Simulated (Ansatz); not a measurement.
Calculated with Ansatz (gas phase, PBE0-D4/def2-TZVP geometries, no zero-point term in ΔE). CCSD(T)/CBS is the MP2 limit (def2-TZVPP, def2-QZVPP) plus CCSD(T) − MP2 in def2-TZVPP, frozen cores. For Se outer-core shells are correlated without core-valence functions, which leaves a few kJ/mol of doubt a bond. Scalar relativity is left out up to krypton. One conformer a species, not always the lowest.

Reaction (ligand exchange at the Si–S bond): `NC([SiH3])S[SiH3]` + H₂Se → `[SiH3][SeH]` + `NC([SiH3])S`

```json
{"species": "`NC([SiH3])S[SiH3]`", "CCSD(T)/CBS(def2) energy (Eh)": "-1074.10495"}
{"species": "H₂Se", "CCSD(T)/CBS(def2) energy (Eh)": "-2401.89790"}
{"species": "`[SiH3][SeH]`", "CCSD(T)/CBS(def2) energy (Eh)": "-2692.20088"}
{"species": "`NC([SiH3])S`", "CCSD(T)/CBS(def2) energy (Eh)": "-783.80261"}
```

Work out ΔE.

ΔE = (-2692.20088) + (-783.80261) − (-1074.10495) − (-2401.89790) = -0.00064 Eh = -0.02 eV.

Largest T1 diagnostic among the species: 0.012.

From PBE to PBE0 (25 % exact exchange), in def2-TZVPP and without D4, ΔE moves by −0.04 eV. In def2-TZVPP, CCSD(T) changes the Hartree–Fock value by +0.10 eV (the triples alone add +0.03 eV) and MP2 by +0.10 eV.
